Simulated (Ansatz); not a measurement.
`[SiH3]B[CH2][SnH3]` and `OCB[SiH3]` differ in one atom or group.

Ansatz, PBE0-D4/def2-TZVP geometries, multiplicity 1. Each molecule was computed in one conformer, which needn't be the lowest.

Elements past krypton have def2 core potentials.

```json
{"property": "LUMO energy (ωB97M-V/def2-TZVPP) / eV", "`[SiH3]B[CH2][SnH3]`": "0.47"}
{"property": "HOMO energy (PBE/def2-TZVPP) / eV", "`[SiH3]B[CH2][SnH3]`": "-6.62"}
{"property": "HOMO energy (ωB97M-V/def2-TZVPP) / eV", "`[SiH3]B[CH2][SnH3]`": "-10.00"}
{"property": "HOMO energy (PBE0/def2-TZVPP) / eV", "`[SiH3]B[CH2][SnH3]`": "-7.83"}
{"property": "size of the dipole moment (PBE/def2-TZVPP) / D", "`[SiH3]B[CH2][SnH3]`": "2.10"}
{"property": "HOMO–LUMO gap (ωB97M-V/def2-TZVPP) / eV", "`[SiH3]B[CH2][SnH3]`": "10.47"}
```

**Question.** Give the same properties after the change, and the shifts. (Best estimate.)

**Answer.** The calculation gave: 
| property | `OCB[SiH3]` | shift |
| --- | --- | --- |
| LUMO energy (ωB97M-V/def2-TZVPP) / eV | 0.08 | -0.39 |
| HOMO energy (PBE/def2-TZVPP) / eV | -6.50 | 0.12 |
| HOMO energy (ωB97M-V/def2-TZVPP) / eV | -10.45 | -0.45 |
| HOMO energy (PBE0/def2-TZVPP) / eV | -8.16 | -0.33 |
| size of the dipole moment (PBE/def2-TZVPP) / D | 1.94 | -0.16 |
| HOMO–LUMO gap (ωB97M-V/def2-TZVPP) / eV | 10.53 | 0.06 |

With PBE0 the HOMO falls by 0.33 eV and the LUMO falls by 0.49 eV, so the gap narrows by about 0.16 eV. PBE moves the HOMO by 0.12 eV and ωB97M-V by -0.45 eV. The zero-point energy changes by -17.5 kJ/mol with -6 modes. Dipoles are sizes alone; their direction can turn.
